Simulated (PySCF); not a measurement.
The 19-electron isoelectronic series, spin-free X2C

All values are computed (PySCF 2.14, energy differences of UHF-based or UKS calculations, no spin-orbit coupling). Each ion has its own even-tempered basis scaled to its charge (24s16p6d6f for the first); frozen: [Ne]. Ionisation energies in eV, correlation energies of the ion in mhartree.

```csv
ion,configuration,UHF,LDA,PBE,PBE0,r2SCAN,MP2 (outer shells),E_corr MP2,"NIST (with spin-orbit, Breit and QED)"
Ca⁺,[Ar] 4s1 (2S),11.357,12.164,12.037,11.921,11.719,11.840,-255.0,11.872
Zn¹¹⁺,[Ar] 3d1 (2D),308.59,310.05,310.09,310.04,310.21,308.99,-352.5,310.8 ± 1 (s)
Ga¹²⁺,[Ar] 3d1 (2D),355.98,n/a,n/a,n/a,n/a,356.35,n/a,356 ± 3 (t)
Br¹⁶⁺,[Ar] 3d1 (2D),576.25,n/a,n/a,n/a,n/a,576.52,n/a,577 ± 3 (t)
Kr¹⁷⁺,[Ar] 3d1 (2D),638.97,640.38,640.59,640.54,640.85,639.21,-386.0,640 ± 3 (t)
Sr¹⁹⁺,[Ar] 3d1 (2D),773.56,774.95,775.22,775.16,775.52,773.74,-395.6,774 ± 4 (t)
Zr²¹⁺,[Ar] 3d1 (2D),920.34,921.70,922.05,921.98,922.39,920.48,-405.2,922 ± 4 (t)
Mo²³⁺,[Ar] 3d1 (2D),1079.4,1080.7,1081.1,1081.0,1081.4,1079.4,-414.1,1082 ± 4 (t)
Tc²⁴⁺,[Ar] 3d1 (2D),1163.4,1164.7,1165.2,1165.1,1165.5,1163.5,-418.6,1166 ± 4 (t)
```

Question: Interpolate the row of Nb²²⁺.

Answer: configuration [Ar] 3d1 (2D); UHF 998.35; LDA 999.68; PBE 1000.1; PBE0 999.99; r2SCAN 1000.4; MP2 (outer shells) 998.46; E_corr MP2 -410.0; NIST (with spin-orbit, Breit and QED) 1000 ± 4 (t).

Each ion has its own basis, which adds noise of up to about 0.1 % along the series.

NIST values marked (s) are semi-empirical, (t) theoretical. Open shells are high-spin determinants of the terms that Hund's rules give.

Spin-orbit coupling of the open shells is absent from the calculated values and included in NIST's; it grows fast with Z.
